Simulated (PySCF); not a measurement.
# From PBE0 to CCSD(T): MH along group 15

PBE0 and CCSD(T) in PySCF with def2-TZVPPD on every atom (core potentials on Sb), for the lowest determinant that a PBE0 search found; no spin–orbit coupling.

```tsv
molecule	state (unpaired electrons)	PBE0 Re (Å)	PBE0 ωe (cm⁻¹)	PBE0 De (eV)	CCSD(T) Re (Å)	CCSD(T) ωe (cm⁻¹)	CCSD(T) De (eV)
NH	triplet (π ↑↑)	1.038	3318	3.69	1.039	3273	3.47
PH	triplet (π ↑↑)	1.427	2375	3.22	?	?	?
AsH	triplet (π ↑↑)	1.531	2174	2.91	1.527	2157	2.83
SbH	triplet (π ↑↑)	1.716	1936	2.58	1.707	1937	2.55
```

Q: Estimate the CCSD(T) values of PH by adding the mean shift from PBE0 to CCSD(T) of the other rows, and compare with the calculation.

A: The mean shifts are -0.4 pm, -20 cm⁻¹ and -0.11 eV, which give 1.423 Å, 2355 cm⁻¹ and 3.11 eV. CCSD(T)/def2-TZVPPD gives Re = 1.425 Å, ωe = 2362 cm⁻¹, De = 3.08 eV.

Q: What are the mean differences of PBE0 from CCSD(T) over the whole series?

A: Re +0.4 pm, ωe +18 cm⁻¹, De +0.12 eV.

In a basis of this size CCSD(T) is itself not converged; it tends to give bonds that are too long and too weak.

Correlated steps freeze the inner cores (1 to 9 orbitals); shallow outer-core shells are correlated. These are scalar-relativistic numbers at best; spin–orbit coupling would shift them, the dissociation energy most. States were picked by a PBE0 search and need not be the measured ground states.
